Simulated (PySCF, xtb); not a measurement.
Si(Cl)(OH)2(OMe) (CH₅ClO₃Si), SMILES CO[Si](O)(O)Cl. The values are those of a single conformer.

Harmonic wavenumbers (cm⁻¹) from GFN2-xTB (xtb) at its own minimum, in rising order: 64, 109, 134, 182, 191, 246, 251, 282, 287, 353, 480, 757, 816, 833, 920, 969, 1130, 1140, 1167, 1410, 1471, 1479, 2963, 2981, 3000, 3671, 3680.

Task: What does PBE-D3(BJ)/def2-SVP (PySCF) give at its own minimum? (The exact figures need the calculation; the answer reports its results.)

Result: 61, 93, 101, 150, 201, 254, 275, 300, 320, 368, 515, 741, 791, 804, 917, 972, 1124, 1137, 1175, 1419, 1422, 1427, 2938, 3017, 3054, 3771, 3774. Paired by order, the mean absolute difference is 27 cm⁻¹ and the zero-point energies are 44.3 and 44.5 kcal/mol.
